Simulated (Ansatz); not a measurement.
GeF₄. Charge 0, multiplicity 1. Geometry relaxed at B3LYP-D4/def2-SVP.

```xyz
5

Ge    0.000    0.000    0.000
F    -1.612   -0.248    0.498
F     0.325    1.673   -0.060
F     0.227   -0.680   -1.547
F     1.059   -0.745    1.109
```

(1) Estimate the harmonic wavenumbers at RKS B3LYP-D4/def2-SVP (Ansatz, unscaled). Is this a minimum?

Results:

(1) 197, 197, 265, 265, 265, 711, 796, 796, 796 cm⁻¹. Yes, no mode is imaginary beyond noise. Zero-point energy 25.6 kJ/mol. It took 17 s on 4 threads of Arm Neoverse V2 on a shared host.
